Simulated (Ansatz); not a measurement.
Start from `CC(C)[O][ZnH]` and change one element to get `CC(C)[O][MgH]`.

Ansatz, PBE0-D4/def2-TZVP geometries, multiplicity 1. Each molecule was computed in one conformer, which needn't be the lowest.

Scalar relativity is left out up to krypton.

```
                                                                                  property  `CC(C)[O][ZnH]`
                                                         LUMO energy (PBE/def2-TZVPP) / eV            -1.07
                                                   HOMO–LUMO gap (ωB97M-V/def2-TZVPP) / eV            10.77
ideal-gas entropy at 298 K and 1 bar (rigid rotor, harmonic PBE0-D4/def2-TZVP) / J/(mol·K)              358
                                                         HOMO energy (PBE/def2-TZVPP) / eV            -5.87
                                            size of the dipole moment (PBE/def2-TZVPP) / D             0.85
                                                     HOMO–LUMO gap (B3LYP/def2-TZVPP) / eV             6.49
```

Q: What does the change do to each property? (An estimate is asked.)

A: Computed: 
```
                                                                                  property  `CC(C)[O][MgH]`  shift
                                                         LUMO energy (PBE/def2-TZVPP) / eV            -1.29  -0.22
                                                   HOMO–LUMO gap (ωB97M-V/def2-TZVPP) / eV            10.24  -0.53
ideal-gas entropy at 298 K and 1 bar (rigid rotor, harmonic PBE0-D4/def2-TZVP) / J/(mol·K)              355     -3
                                                         HOMO energy (PBE/def2-TZVPP) / eV            -5.66   0.21
                                            size of the dipole moment (PBE/def2-TZVPP) / D             0.13  -0.72
                                                     HOMO–LUMO gap (B3LYP/def2-TZVPP) / eV             6.05  -0.44
```

With PBE0 the HOMO rises by 0.22 eV and the LUMO falls by 0.23 eV, so the gap narrows by about 0.45 eV. PBE moves the HOMO by 0.21 eV and ωB97M-V by 0.21 eV. Dipoles are sizes alone; their direction can turn. Modes under 60 cm⁻¹, often nearly free rotors, make the harmonic entropy too high.

Positive LUMOs are unbound, so they and the gaps depend on the basis.

B3LYP here is the variant with VWN-RPA as its local correlation; programs differ in this.
